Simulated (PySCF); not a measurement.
A structure optimised at PBE-D3(BJ)/def2-SVP, used in a PySCF frequency run:

```xyz
10

N     -0.3346    -2.8733     0.0000
C      0.2020    -1.8307     0.0000
C      0.8075    -0.5111     0.0000
Si    -0.5080     0.8683     0.0000
O      0.4121     2.2737     0.0000
H      1.4539    -0.3823    -0.8940
H      1.4539    -0.3823     0.8940
H     -1.3649     0.7339     1.2288
H     -1.3649     0.7339    -1.2288
H     -0.0775     3.1138     0.0000
```

Question: Write its SMILES, formula and point group.

Answer: N#CC[SiH2]O, C2H5NOSi, Cs

Question: What are its rotational constants (standard atomic weights)?

Answer: 15.555, 1.8139, 1.6746 GHz
